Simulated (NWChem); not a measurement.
System: H2PO4, doublet; SMILES [O]P(=O)(O)O

NWChem input:

```
start job
memory heap 200 mb stack 900 mb global 1100 mb
geometry units angstroms noautosym nocenter noautoz
  O      0.114900     1.171698    -1.091439
  P     -0.074352     0.123532     0.002288
  O      0.059329     0.917972     1.297493
  O      0.954347    -1.120461    -0.078271
  O     -1.450706    -0.673762    -0.162786
  H      1.870726    -0.853669     0.109154
  H     -1.340653    -1.635206    -0.074266
end
basis spherical
  * library def2-tzvp
end
dft
  odft
  mult 2
  xc hfexch
  iterations 150
  semidirect filesize 400000000
end
property
  efieldgrad
end
task dft property
```

Coordinates come from a B3LYP/6-31G* (spherical d), spin-unrestricted optimisation. No stability test was run on the SCF state.

Vzz is the largest principal value of the second derivative of the potential at the nucleus (NWChem prints the opposite sign); η is the asymmetry. Non-relativistic.

Atoms are numbered as in the input.

### Question
What results follow from this input? (UHF/def2-TZVP.) Quantities: Vzz O1 (a.u.); η O1; Vzz O3 (a.u.); η O3; Vzz O4 (a.u.); η O4; Vzz O5 (a.u.); η O5.

### Answer
- Vzz O1 (a.u.): 1.435
- η O1: 0.94
- Vzz O3 (a.u.): 1.598
- η O3: 0.90
- Vzz O4 (a.u.): 1.475
- η O4: 0.87
- Vzz O5 (a.u.): 1.552
- η O5: 0.72
